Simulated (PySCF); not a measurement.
C₃H₃F₄, SMILES C(F)(C[CH]F)(F)F, multiplicity 2. Atoms are numbered in the order given.

```xyz
10

F      2.1410    -0.6848    -0.8285
C      1.7619    -0.0386     0.2789
C      0.4503    -0.4288     0.8524
C     -0.7580     0.1405     0.1148
F     -0.7947    -0.2661    -1.1620
F     -1.9034    -0.2451     0.7009
F     -0.7360     1.4853     0.1120
H      2.1879     0.9645     0.3776
H      0.3443    -1.5258     0.8496
H      0.3809    -0.0801     1.8944
```
Charge 0, spin multiplicity 2.

The structure is a stationary point at B3LYP-D3(BJ)/def2-SVP. The isomer is the one that the SMILES or the coordinates give; other isomers of the formula were not compared. One conformer was computed; it need not be the lowest.

Two levels are set side by side: PBE/pcH-1 (PySCF) and B3LYP/pcH-1 (PySCF). Contact hyperfine couplings, same geometry. Differences are taken from unrounded values.

| quantity | PBE |
|---|---|
| A(iso) of 19F, atom F1 (MHz) | 112.3 |
| A(iso) of 13C, atom C2 (MHz) | 166.3 |
| A(iso) of 13C, atom C3 (MHz) | -18.0 |
| A(iso) of 13C, atom C4 (MHz) | 96.0 |
| A(iso) of 19F, atom F5 (MHz) | 0.1 |
| A(iso) of 19F, atom F6 (MHz) | 20.2 |
| A(iso) of 19F, atom F7 (MHz) | 0.7 |
| A(iso) of 1H, atom H8 (MHz) | -40.8 |
| A(iso) of 1H, atom H9 (MHz) | 37.0 |
| A(iso) of 1H, atom H10 (MHz) | 21.7 |

These are the PBE values. What does B3LYP give? (Estimate from the structure and the level; the computed values follow.)


| quantity | B3LYP | PBE minus B3LYP |
|---|---|---|
| A(iso) of 19F, atom F1 (MHz) | 164.8 | -52.5 |
| A(iso) of 13C, atom C2 (MHz) | 189.7 | -23.5 |
| A(iso) of 13C, atom C3 (MHz) | -20.0 | 1.9 |
| A(iso) of 13C, atom C4 (MHz) | 95.0 | 1.0 |
| A(iso) of 19F, atom F5 (MHz) | -0.9 | 1.0 |
| A(iso) of 19F, atom F6 (MHz) | 19.0 | 1.2 |
| A(iso) of 19F, atom F7 (MHz) | 0.3 | 0.3 |
| A(iso) of 1H, atom H8 (MHz) | -44.8 | 4.0 |
| A(iso) of 1H, atom H9 (MHz) | 37.7 | -0.7 |
| A(iso) of 1H, atom H10 (MHz) | 22.7 | -1.0 |

Rough cost on one machine, each run with all the roots and properties that it gave: B3LYP against PBE within a factor of 2.
